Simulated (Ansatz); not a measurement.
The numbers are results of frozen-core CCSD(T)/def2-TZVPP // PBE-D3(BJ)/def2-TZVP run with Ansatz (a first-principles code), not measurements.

Ansatz 0.2 input:
```yaml
crystal:
  periodic: [false, false, false]
  atoms:
    - { symbol: F, position_ang: [-0.599163, 1.50522, -0.129994] }
    - { symbol: Si, position_ang: [-0.101562, 0.004152, 0.000964] }
    - { symbol: F, position_ang: [-0.670967, -0.594826, 1.355575] }
    - { symbol: F, position_ang: [-0.704871, -0.829618, -1.20685] }
    - { symbol: Br, position_ang: [2.076562, -0.084927, -0.019694] }
basis:
  gaussian: { orbitals: def2-TZVPP }
correlation:
  method: ccsd_t
```

Output:

```
Functional definition: HF
1197 factors; integrals over basis functions are off by at most 1.1e-3 eV
mean field evaluation 1: about -85987.0651 eV, gradient 4.3e1 eV
mean field evaluation 2: about -85987.2619 eV, gradient 4.3e1 eV
mean field evaluation 4: about -85990.1806 eV, gradient 1.9e0 eV
mean field evaluation 8: about -85990.2200 eV, gradient 1.4e-1 eV
mean field evaluation 16: about -85988.9031 eV, gradient 2.8e1 eV
mean field -85990.22008883 eV, -3160.0823020000 hartree, gradient 5.3e-6 eV, S^2 0.000000; 0 other end points of the search recorded, 0 dependent functions left out
17 core orbitals not correlated
reference -85990.22008883 eV, -3160.0823020000 hartree; 21, 21 occupied and 145, 145 virtual orbitals, 1197 factors
second order -30.73975639 eV of doubles, -0.00000000 eV of singles
cycle   1  -30.18753570 eV  change    5.5e-1 eV  update   1.1e-1
cycle   2  -30.76029580 eV  change   -5.7e-1 eV  update   2.9e-2
cycle   3  -30.88068097 eV  change   -1.2e-1 eV  update   1.3e-2
cycle   4  -30.86035811 eV  change    2.0e-2 eV  update   2.8e-3
cycle   5  -30.85847116 eV  change    1.9e-3 eV  update   1.0e-3
cycle   6  -30.85926556 eV  change   -7.9e-4 eV  update   2.7e-4
cycle   7  -30.85905772 eV  change    2.1e-4 eV  update   8.2e-5
cycle   8  -30.85899945 eV  change    5.8e-5 eV  update   1.9e-5
cycle   9  -30.85900247 eV  change   -3.0e-6 eV  update   6.2e-6
perturbative correction -0.93880400 eV, -0.0345004107 hartree
Total energy: -86022.01789531 eV, -3161.2508498346 hartree
```

Cost: roughly 100 core-seconds.
